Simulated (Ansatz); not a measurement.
Relaxation of FGeH₆NSSi (11 atoms, charge 0, multiplicity 1), to a largest force component of 0.015 eV/Å in at most 40 steps.

The calculation used Ansatz 0.2.0, RKS PBE/def2-mTZVP.

```xyz
11
Properties=species:S:1:pos:R:3
N 0.112 -2.028 -0.099
Ge 0.362 -0.544 1.031
F 1.949 -0.658 1.695
Si 0.245 1.445 -0.158
S -1.785 1.544 -1.043
H 1.012 -2.538 -0.085
H -0.536 -2.659 0.479
H -0.641 -0.544 2.169
H 0.379 2.590 0.796
H 1.186 1.467 -1.196
H -1.580 0.392 -1.772
```

Q: Where does it end, and by what steps?

A: It converged. After 10 steps the energy has fallen by 0.422 eV; H6 moved furthest, 0.74 Å.

```json
{"step": "0", "energy less start (eV)": "0.0000", "largest force component (eV/Å)": "1.825", "accepted": "yes"}
{"step": "1", "energy less start (eV)": "-0.2673", "largest force component (eV/Å)": "1.075", "accepted": "yes"}
{"step": "2", "energy less start (eV)": "-0.3383", "largest force component (eV/Å)": "1.094", "accepted": "yes"}
{"step": "3", "energy less start (eV)": "-0.3734", "largest force component (eV/Å)": "0.456", "accepted": "yes"}
{"step": "4", "energy less start (eV)": "-0.4070", "largest force component (eV/Å)": "0.306", "accepted": "yes"}
{"step": "5", "energy less start (eV)": "-0.4190", "largest force component (eV/Å)": "0.092", "accepted": "yes"}
{"step": "6", "energy less start (eV)": "-0.4214", "largest force component (eV/Å)": "0.048", "accepted": "yes"}
{"step": "7", "energy less start (eV)": "-0.4216", "largest force component (eV/Å)": "0.061", "accepted": "yes"}
{"step": "8", "energy less start (eV)": "-0.4219", "largest force component (eV/Å)": "0.023", "accepted": "yes"}
{"step": "9", "energy less start (eV)": "-0.4219", "largest force component (eV/Å)": "0.010", "accepted": "no"}
{"step": "10", "energy less start (eV)": "-0.4220", "largest force component (eV/Å)": "0.005", "accepted": "yes"}
```

```xyz
11
Properties=species:S:1:pos:R:3
N 0.018 -2.001 0.053
Ge 0.287 -0.547 1.163
F 1.888 -0.614 1.970
Si 0.261 1.418 -0.211
S -1.679 1.606 -1.154
H 0.743 -2.145 -0.653
H -0.148 -2.888 0.534
H -0.756 -0.658 2.303
H 0.426 2.658 0.606
H 1.384 1.325 -1.201
H -1.719 0.313 -1.591
```

Run time: 21 s on 2 threads of Intel(R) Xeon(R) Platinum 8488C (Sapphire Rapids), with other jobs on the host, peak memory 0.21 GiB.
